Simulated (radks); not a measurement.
Species: H I. Configuration: 1s1. Method: scalar-relativistic Kohn-Sham, revPBE, spin-unpolarised, spherical densities, finite nucleus; Gaussian nuclear charge, rms radius 0.8783 fm; without spin polarisation the odd electron is poorly described; computed with a radial shooting solver on a logarithmic mesh with Libxc functionals.

Normalised radial functions P(r) = r R(r), r in bohr:

```
   r/bohr * 1s (the largest magnitude, 0.707, reaches the edge; | marks zero)
  0.06335 |        *
  0.06862 |         *
  0.07375 |         *
  0.07989 |          *
  0.08654 |           *
    0.093 |            *
   0.1007 |             *
   0.1091 |              *
   0.1173 |               *
   0.1271 |                *
   0.1365 |                 *
   0.1479 |                  *
   0.1602 |                   *
   0.1722 |                     *
   0.1865 |                      *
   0.2021 |                        *
   0.2172 |                         *
   0.2352 |                           *
   0.2548 |                             *
   0.2739 |                              *
   0.2967 |                                *
   0.3214 |                                  *
   0.3454 |                                    *
   0.3741 |                                     *
   0.4053 |                                       *
   0.4356 |                                         *
   0.4718 |                                           *
   0.5111 |                                             *
   0.5493 |                                              *
    0.595 |                                                *
   0.6395 |                                                 *
   0.6927 |                                                   *
   0.7504 |                                                    *
   0.8064 |                                                     *
   0.8736 |                                                     *
   0.9464 |                                                      *
    1.017 |                                                      *
    1.102 |                                                      *
    1.193 |                                                     *
    1.283 |                                                     *
    1.389 |                                                   *
    1.505 |                                                  *
    1.617 |                                                *
    1.752 |                                              *
    1.898 |                                           *
     2.04 |                                         *
     2.21 |                                      *
    2.394 |                                  *
    2.572 |                               *
    2.787 |                            *
    2.995 |                         *
    3.244 |                     *
    3.514 |                  *
    3.777 |                *
    4.091 |             *
    4.432 |          *
    4.763 |        *
     5.16 |      *
    5.589 |    *
    6.007 |   *
    6.507 |  *
```

1s: eigenvalue -6.544 eV, 0 radial nodes, <r> = 1.63 bohr, 90 % of the charge inside 2.95 bohr.
